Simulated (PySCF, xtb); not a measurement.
4H-1,3,5-oxadiazine (C3H4N2O), SMILES C1=NCN=CO1. The values are those of a single conformer.

Harmonic wavenumbers (cm⁻¹) from GFN2-xTB run with xtb at its own minimum, in rising order: 99, 407, 510, 539, 634, 843, 880, 940, 954, 973, 999, 1034, 1050, 1182, 1253, 1288, 1295, 1450, 1706, 1785, 2904, 2939, 3060, 3060.

What does PySCF 2.14.0 with PBE-D3(BJ)/def2-SVP give at its own minimum? (An estimate is asked for; the answer gives what the named calculation found.)

85, 415, 518, 553, 643, 866, 883, 914, 917, 956, 1021, 1044, 1076, 1237, 1320, 1333, 1351, 1406, 1672, 1769, 2949, 2976, 3099, 3103. Paired by order, the mean absolute difference is 29 cm⁻¹ and the zero-point energies are 45.4 and 45.9 kcal/mol.
